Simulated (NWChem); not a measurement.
## Basis-set convergence for H4PbSi

```xyz
6

Pb     0.3257    -0.3581     0.0000
H     -1.1560    -1.4726     0.0000
Si    -1.4367     1.7410     0.0000
H     -2.3270     1.6852     1.2080
H     -2.3270     1.6852    -1.2080
H     -0.7820     3.0908     0.0000
```
Charge 0, spin multiplicity 1.

Everything below was run with NWChem. Structure: optimised with PBE0/def2-SVP with def2 effective core potentials on Pb, a minimum by its harmonic frequencies.

Quantity: vertical ionisation energy at the level ΔPBE (Δ: difference of total energies, the cation a doublet at the parent's geometry with its hole in an orbital of symmetry a' (Cs labels); it is the state that the SCF runs reached, from PBE0 orbitals for Hartree-Fock references, and need not be the lowest).

Effective core potentials replace the inner electrons of Pb; spin-orbit coupling is left out. The structure started from a generated list of species. No SCF solution was tested for a lower state.

Costs are rough ratios of processor time within this set of runs, SCF included, with def2-SVP as 1.

```csv
basis,functions,vertical ionisation energy (eV),relative cost
def2-SVP,64,8.31,1
def2-SVPD,88,8.30,under 3
def2-TZVP,111,8.28,3
def2-TZVPD,135,8.29,5
def2-TZVPP,148,8.28,4
```

Smallest basis within 0.05 eV of def2-TZVPP, the largest set run: def2-SVP, with 64 functions against 148 and about 20 % of the time (also within reach: def2-SVPD, def2-TZVP, def2-TZVPD). def2-TZVPP isn't the basis-set limit itself, and a small set can land close by cancellation.
